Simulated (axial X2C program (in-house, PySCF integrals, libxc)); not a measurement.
**Spectroscopic constants of MnP⁺**

All values were computed with an in-house all-electron X2C program for linear molecules (integrals from PySCF). Spin-free means the one-electron spin-free X2C Hamiltonian; two-component (2c) means X2C with spin–orbit coupling and atomic mean-field two-electron Coulomb and Gaunt terms, so the difference of the two also holds small scalar two-electron terms. Basis: Mn dyall-cv3z [9s10p6d3f2g], P dyall-v3z [8s7p2d1f] (cores contracted in-house); Gaussian nuclei, density fitting, unrestricted open shells. Masses: Mn 54.938 u, P 30.974 u.

State, spin-free: M_S = 3/2, Λ = 0 (beyond evenly filled blocks: σα, δ+α, δ-α); electrons by block: σα: 11, σβ: 10, π+α: 4, π+β: 4, π-α: 4, π-β: 4, δ+α: 1, δ-α: 1. Fragments: Mn+ + P.

State, 2c: Ω = 3/2 (⟨Sz⟩ = 1.50, ⟨Lz⟩ = 0.00 at PBE0); electrons by block: 1/2: 15, -1/2: 14, 3/2: 4, -3/2: 5, 5/2: 1. Fragments: Mn+ + P.

```
Hamiltonian    level  Re (Å)  ωe (cm⁻¹)  ωexe (cm⁻¹)  Be (cm⁻¹)  De (eV)  D0 (eV)  μ (D)
  spin-free     CCSD   2.382      273.7          n/a       0.15     1.16     1.14    n/a
  spin-free  CCSD(T)   2.359      286.2         2.34      0.153     1.25     1.23    n/a
         2c     PBE0   2.266      328.0         1.86     0.1658     1.80     1.78  -3.31
         2c    B97-3   2.280      326.5          1.6     0.1637     2.14     2.12  -3.28
```

Spin-free values that have a 2c row agree with it to the digits that matter (0.001 Å, 0.01 eV) and are not repeated.

Correlated methods: 11 electrons correlated (number of frozen shells: Mn 3 s, 2 p; P 2 s, 1 p), 233 virtual spin orbitals or spinors in MP2, 90 natural virtuals in coupled cluster.

Dipoles are positive if P is the positive end and refer to the centre of mass.

One determinant describes the state; a PBE0 search over occupations chose it and may have missed a lower one. De is counted from the lowest determinant-based energies of the atoms at the same level, without counterpoise correction. Density functionals use the spin component along the axis (collinear). CCSD and (T) use frozen natural virtuals with an MP2 correction for the truncation; (T) itself is uncorrected, so its De runs slightly low. With several unpaired electrons one determinant need not be a pure state. This is the top spin component of a Σ state; components of lower Ω are not single determinants and can lie lower. The determinant is spin-polarised beyond a pure state at some levels (its spin-free form has ⟨S²⟩ too high), which makes Re and μ there less reliable.

No reliable constants came from CCSD (2c), CCSD(T) (2c), HF (2c), HF (spin-free), MP2 (2c), MP2 (spin-free): no minimum in range, unconverged points, a curve that is not smooth, a change of character along it, or the two Hamiltonians disagreeing along it.

Rough cost a point (2c) on 1 thread(s) of a shared host, integrals apart: PBE0 0.6 s, B97-3 0.6 s.

The whole task took 2.8 min on 1 thread of Arm Neoverse V1, on a shared host.
